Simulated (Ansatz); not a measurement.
System: methyltin triiodide, CH3I3Sn, net charge 0, singlet state. 
Coordinates optimised at B3LYP-D3(BJ)/def2-TZVP (Ansatz, a program for electronic structure):
```
Sn
C 1 2.1489
H 2 1.0874 1 108.04
H 2 1.0874 3 110.86 1 -118.21
H 2 1.0874 3 110.86 4 -123.57
I 1 2.7013 2 110.31 3 -60.00
I 1 2.7013 2 110.31 3 180.00
I 1 2.7013 2 110.31 3 60.00
```
Charge 0, spin multiplicity 1.

Quantity: vertical ionisation energy (to the doublet state of charge +1; each state is the SCF solution reached for its spin; the molecule has degenerate orbitals, so one determinant may break the symmetry), in eV. Correlated levels leave the core frozen unless marked. Open shells are spin-unrestricted. Spin-orbit coupling is left out. The frozen core is the preceding noble-gas configuration, with the filled d and f shells of earlier blocks. Past Kr the def2 sets carry scalar-relativistic core potentials. CBS marks a two-point X^-3 extrapolation of the correlation energy; Hartree-Fock from the larger set.

| level | program | vertical ionisation energy (eV) |
|---|---|---|
| HF/def2-TZVPPD | Ansatz | 8.91 |

Task: What does CCSD(T)/CBS(def2-TZVPPD,def2-QZVPPD) (Ansatz) give?

Result: 9.83 eV
